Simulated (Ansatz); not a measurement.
```yaml
crystal:
  periodic: [false, false, false]
  atoms:
    - {symbol: Cu, position_ang: [-2.631202, -0.789024, 0.851172]}
    - {symbol: Cu, position_ang: [0.232322, -1.294628, 0.241708]}
    - {symbol: Cu, position_ang: [2.124826, -0.490894, -0.270047]}
    - {symbol: Cu, position_ang: [0.989548, 1.431677, -0.581738]}
    - {symbol: Cu, position_ang: [-0.942344, 1.153523, 0.104185]}
    - {symbol: H, position_ang: [2.432785, 0.896976, -0.680645]}
    - {symbol: H, position_ang: [-1.560303, -2.247050, 0.607278]}
    - {symbol: H, position_ang: [-2.587215, 1.003243, 0.624884]}
    - {symbol: H, position_ang: [1.668802, -1.928966, 0.082818]}
    - {symbol: H, position_ang: [0.741387, 0.310165, 0.489848]}
    - {symbol: H, position_ang: [-0.436444, 2.279184, -0.642517]}
basis:
  gaussian: {orbitals: def2-TZVPD, final_grid: {core_spheres: 5, valence_spheres: 4, degree: 11}}
magnetization: {spin_polarized: false, initial_magnetization: 1}
hamiltonian: {xc: {name: HF}}
scf: {lower_state_search: off}
output: {forces: true}
```

```sh
$ ansatz run in.yaml --threads 4 --pin off --events-out ev --progress --plain --max-ram 4787MiB
```

Output, abridged:

```
Functional definition: HF
2846 factors; integrals over basis functions are off by at most 7.4e-4 eV
mean field evaluation 1: about -223062.5437 eV, gradient 1.2e2 eV
mean field evaluation 2: about -223062.9130 eV, gradient 1.2e2 eV
mean field evaluation 4: about -223078.0858 eV, gradient 9.3e0 eV
mean field evaluation 8: about -223078.3917 eV, gradient 1.2e0 eV
mean field evaluation 16: about -223076.0541 eV, gradient 3.5e1 eV
mean field -223079.34822820 eV, -8198.0148387734 hartree, gradient 1.8e-6 eV, S^2 0.750000; 0 other end points of the search recorded, 0 dependent functions left out
reference -223079.34822820 eV, -8198.0148387734 hartree; 76, 75 occupied and 218, 219 virtual orbitals, 2846 factors
Total energy: -223079.34822820 eV, -8198.0148387734 hartree
Atom 0 at    -2.631202    -0.789024     0.851172 Å, force     0.704283    -0.078095    -0.264344 eV/Å
Atom 1 at     0.232322    -1.294628     0.241708 Å, force    -4.425668    -2.421909     1.281896 eV/Å
Atom 2 at     2.124826    -0.490894    -0.270047 Å, force     4.052575    -1.821155    -0.243240 eV/Å
Atom 3 at     0.989548     1.431677    -0.581738 Å, force     2.356591     3.444147    -2.146731 eV/Å
Atom 4 at    -0.942344     1.153523     0.104185 Å, force    -5.490263    -2.001280     2.941497 eV/Å
Atom 5 at     2.432785     0.896976    -0.680645 Å, force     1.958078     1.910702    -1.297951 eV/Å
Atom 6 at    -1.560303    -2.247050     0.607278 Å, force     0.153364     0.914008    -0.047929 eV/Å
Atom 7 at    -2.587215     1.003243     0.624884 Å, force    -0.054847    -0.606520     0.127335 eV/Å
Atom 8 at     1.668802    -1.928966     0.082818 Å, force     0.941904    -1.641510    -0.180934 eV/Å
Atom 9 at     0.741387     0.310165     0.489848 Å, force    -1.496216     0.127036     1.518160 eV/Å
Atom 10 at    -0.436444     2.279184    -0.642517 Å, force     1.300199     2.174575    -1.687759 eV/Å
Dipole moment:     0.326436     0.698778    -0.164756 e Å
Checks for a lower state left out: stability, starts, cluster_reference, orbital_swaps, neighbouring_geometries, increment
```

Run time 25 s (4 threads of AMD EPYC 7B13 on a shared host), peak host memory 1.9 GiB.

With spin_polarized false and unpaired electrons the run is restricted open-shell.
